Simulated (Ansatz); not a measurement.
Geometry optimisation, RKS PBE0-D4/def2-SVP in Ansatz.

The input (input.yaml):

```yaml
crystal:
  periodic: [false, false, false]
  atoms:
    - { symbol: B, position_ang: [0.002416, -0.404561, -0.428383] }
    - { symbol: Cl, position_ang: [0.006886, 0.096801, 2.588658] }
    - { symbol: F, position_ang: [1.139615, 0.196358, -0.663695] }
    - { symbol: F, position_ang: [-1.1339, 0.16195, -0.740583] }
    - { symbol: F, position_ang: [0.004972, -1.630645, 0.064263] }
    - { symbol: H, position_ang: [0.100311, -1.149102, 2.13044] }
basis:
  gaussian: { orbitals: def2-SVP }
hamiltonian:
  xc: pbe0
  dispersion: d4
relax:
  f_tol: 0.03
  max_steps: 50
```

Launched with:

```bash
$ ansatz run input.yaml --threads 1 --pin off --max-ram 2048MiB --backend cpu --events-out ev --progress --plain --runs-dir out
```

Task: Where does it end, and by what steps?

Result: It converged. After 7 steps the energy has fallen by 0.051 eV; H6 moved furthest, 0.35 Å.

| step | energy less start (eV) | largest force component (eV/Å) | accepted |
| --- | --- | --- | --- |
| 0 | 0.0000 | 1.135 | yes |
| 1 | -0.0246 | 0.927 | yes |
| 2 | -0.0159 | 1.240 | no |
| 3 | -0.0309 | 0.868 | yes |
| 4 | -0.0387 | 0.655 | yes |
| 5 | -0.0481 | 0.231 | yes |
| 6 | -0.0502 | 0.109 | yes |
| 7 | -0.0507 | 0.007 | yes |

```xyz
6
Properties=species:S:1:pos:R:3
B 0.012 -0.401 -0.468
Cl 0.019 0.104 2.446
F 1.138 0.230 -0.696
F -1.136 0.191 -0.687
F 0.035 -1.672 -0.119
H 0.052 -1.182 2.474
```

Whether the end is a true minimum wasn't checked by a vibrational analysis.

Time of the run: 27 s on 1 thread of Intel(R) Xeon(R) Platinum 8259CL CPU @ 2.50GHz (Skylake/Cascade Lake), on a shared host, peak memory 0.18 GiB.
